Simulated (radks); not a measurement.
Task: Valence configurations of Ti+ (all share [Ar]). All-electron calculation, non-relativistic Kohn-Sham, BLYP, spin-polarised, spherical densities, point nucleus; open shells are filled with parallel spins first. Program: a radial shooting solver on a logarithmic mesh with Libxc functionals. Order these by energy: 3d2 4s1; 3d2 4p1; 3d1 4s2; 4s0.5 4p2.5; 4s1 4p2; 3d1.5 4s1.5; 3d2.5 4s0.5; 3d3; 3d1 4s1 4p1; 3d0.5 4s2 4p0.5.

Result: From the lowest, in eV above it: 3d2.5 4s0.5 0.000; 3d3 0.094; 3d2 4s1 0.389; 3d1.5 4s1.5 1.872; 3d1 4s2 3.928; 3d2 4p1 4.251; 3d1 4s1 4p1 7.333; 3d0.5 4s2 4p0.5 8.816; 4s1 4p2 18.344; 4s0.5 4p2.5 20.770. NIST lists [Ar] 3d2 4s1 as the ground configuration; this level of theory puts 3d2.5 4s0.5 lower, by 0.389 eV. The energies are those of spherical high-spin densities, not of single terms.
